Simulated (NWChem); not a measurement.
H₂PO₃, doublet; SMILES O=[P](O)O

```xyz
6

O      0.7606    -1.3576     0.2825
P      0.1201    -0.1579    -0.3201
O     -1.4175     0.1700     0.1530
O      0.7996     1.2604     0.0802
H     -1.9562    -0.6323     0.1942
H      0.1523     1.9796     0.0816
```
Atoms are numbered in this order, from 1.

Level: PBE0/def2-SVP, spin-unrestricted (NWChem), optimised geometry, unscaled harmonic frequencies. 

| frequency (cm⁻¹) | IR intensity (km/mol) |
|---|---|
| 124 | 177.3 |
| 214 | 47.2 |
| 353 | 37.6 |
| 378 | 10.9 |
| 456 | 45.9 |
| 819 | 91.1 |
| 869 | 204.2 |
| 956 | 150.1 |
| 978 | 67.1 |
| 1258 | 127.5 |
| 3854 | 144.8 |
| 3861 | 143.3 |

```
Property                                                                                             Result
-----------------------------------------------------------------------------------------  ----------------
zero-point energy                                                                             20.2 kcal/mol
thermal correction to the enthalpy at 298.15 K (with zero-point energy)                       24.1 kcal/mol
heat capacity Cv                                                                           16.3 cal/(mol K)
entropy at 298.15 K and 1 atm (symmetry number 1, electronic part: spin degeneracy alone)  73.6 cal/(mol K)
dipole moment                                                                                        3.60 D
```

Rigid rotor and harmonic oscillator.
